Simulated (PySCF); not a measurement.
A structure optimised at PBE0-D3(BJ)/def2-SVP, used in a PySCF frequency run:

```xyz
4

Nb     0.3566     0.2140     0.0000
O      1.1609    -0.4068    -1.3607
O      1.1609    -0.4068     1.3607
Cl    -1.9526    -0.1333     0.0000
```
Charge 0, spin multiplicity 1.

Task: Write its SMILES, formula and point group.

Result: [O]=[Nb](=[O])[Cl], ClNbO2, Cs

Task: What are its rotational constants (standard atomic weights)?

Result: 7.2838, 2.5240, 2.0270 GHz
